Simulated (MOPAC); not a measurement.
MOPAC input (AM1):

```
AM1 FORCE THERMO(298,298) PRECISE LET GEO-OK AUX(PRECISION=9) THREADS=1
OSn

Sn   -0.00000160 1   -0.00000150 1   -0.28884627 1
O     0.00000160 1    0.00000150 1    1.61524996 1
```

Question: Which zero-point energy does it print?

Answer: 1.08 kcal/mol, from the harmonic wavenumbers of AM1.
